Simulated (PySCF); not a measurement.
## Peak assignment

Atom-mapped SMILES (the numbers label the heavy atoms): `[NH2:1][Si@H:2]([O:3][SiH3:4])[O:5][SiH2:6][OH:7]`; H(Xn) means a hydrogen on atom n. Ha(Si6) is pro-R; Hb(Si6) is pro-S.

Level of theory: coordinates at the GFN2-xTB level, shielding tensors at PBE0/pcSseg-1 (GIAO), in PySCF 2.14.0 with density-fitted response routines (a single conformation, fast rotation and ring inversion assumed for equivalent nuclei, no relativistic terms, gas phase).

Referencing at the same level of theory: TMS for ¹H (31.72 ppm).

Assign these signals to the numbered atoms. ¹H NMR (400 MHz, computed): δ 5.23 (s, 3H), 5.11 (m, 1H), 5.05 (m, 1H), 4.78 (s, 1H), 2.08 (br s, 1H), 0.78 (br s, 2H).

## Answers


| δ (ppm) | atoms | environment | reason |
| --- | --- | --- | --- |
| 5.23 | H(Si4) | hydrogen on a silicon bonded to O | – |
| 5.11 | Hb(Si6) | hydrogen on a silicon bonded to 2 O | – |
| 5.05 | Ha(Si6) | hydrogen on a silicon bonded to 2 O | – |
| 4.78 | H(Si2) | hydrogen on a silicon bonded to N, 2 O | – |
| 2.08 | H(O7) | hydrogen on an oxygen bonded to Si | exchangeable; this is the value without hydrogen bonding to other molecules |
| 0.78 | H(N1) | hydrogen on a nitrogen bonded to Si | labile proton, position sensitive to the medium |

H(Si4) and Hb(Si6); Hb(Si6) and Ha(Si6) lie closer than the usual error of such a calculation, so a measured spectrum could show them in the other order.

The OH or NH signal is concentration- and solvent-dependent in practice; the value given is the gas-phase one. Multiplicities follow the n + 1 count of equivalent neighbours, as no J values were calculated; m marks all less simple cases, F and P coupling included.
